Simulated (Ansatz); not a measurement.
```xyz
7

O    -1.090   -1.006   -0.395
Nb    0.225    0.208    0.080
F    -0.768    1.605   -0.594
F     1.454   -0.645   -0.994
F     0.068   -0.262    1.853
Cl    1.880    1.736    0.682
H    -1.770   -1.635   -0.632
```

Total charge 0; spin multiplicity 1. Nb takes the def2 core potential.

Q: List the B3LYP/def2-TZVPP orbital energies in eV (the Gaussian-basis code of Ansatz). (An estimate is asked.)

A: The calculation gave: Occupied: -2762.18, -672.31, -672.31, -672.31, -521.99, -256.94, -195.89, -195.86, -195.86, -68.14, -42.92, -42.92, -42.52, -32.60, -31.89, -31.89, -27.92, -21.88, -15.85, -14.07, -14.07, -13.73, -13.41, -13.41, -12.45, -12.39, -12.38, -12.38, -10.53, -10.53, -9.96, -8.96, -8.96. Lowest empty: -3.23, -3.23, -1.77, -1.76, -0.80, -0.51, 0.83, 0.83.

B3LYP here is the variant with VWN-RPA as its local correlation; programs differ in this.
